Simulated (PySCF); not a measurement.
SiHF₂Cl, SMILES F[SiH](F)Cl. Coordinates come from a ωB97X-D3(BJ)/def2-SVP optimisation.

Give the equilibrium geometry at ωB97X-D3(BJ)/def2-SVP (PySCF confirms it by a frequency run) as a Z-matrix, and its point group. (Estimate from the structure and the level; the computed values follow.)

point group Cs.
```
Si
F 1 1.6064
F 1 1.6064 2 107.53
H 1 1.4675 2 109.98 3 -119.74
Cl 1 2.0292 4 111.87 2 120.88
```
